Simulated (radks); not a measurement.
Values are calculated unless marked as measured or tabulated.
Q: All-electron atom: Ca XII in [He] 2s2 2p5. Level of theory: scalar-relativistic Kohn-Sham, SCAN, spin-polarised, spherical densities, finite nucleus; open shells are filled with parallel spins first; meta-GGA in the generalised Kohn-Sham scheme; Fermi nuclear charge, rms radius 3.4776 fm (a radial shooting solver on a logarithmic mesh with Libxc functionals). Some entries of the table are withheld. Estimate them.

orbital  occ.  eigenvalue (eV)  <r> (bohr)  <1/r> (bohr^-1)
1s up       1        -4300.342     0.07678            19.75
1s down     1        -4296.215     0.07670            19.76
2s up       1              (1)         (2)            4.210
2s down     1              (3)         (4)            4.189
2p up       3        -636.0040      0.3116            4.110
2p down     2        -628.0881      0.3133            4.092

A: 
(1) 2s up eigenvalue (eV): -711.7593
(2) 2s up <r> (bohr): 0.3509
(3) 2s down eigenvalue (eV): -705.4830
(4) 2s down <r> (bohr): 0.3522
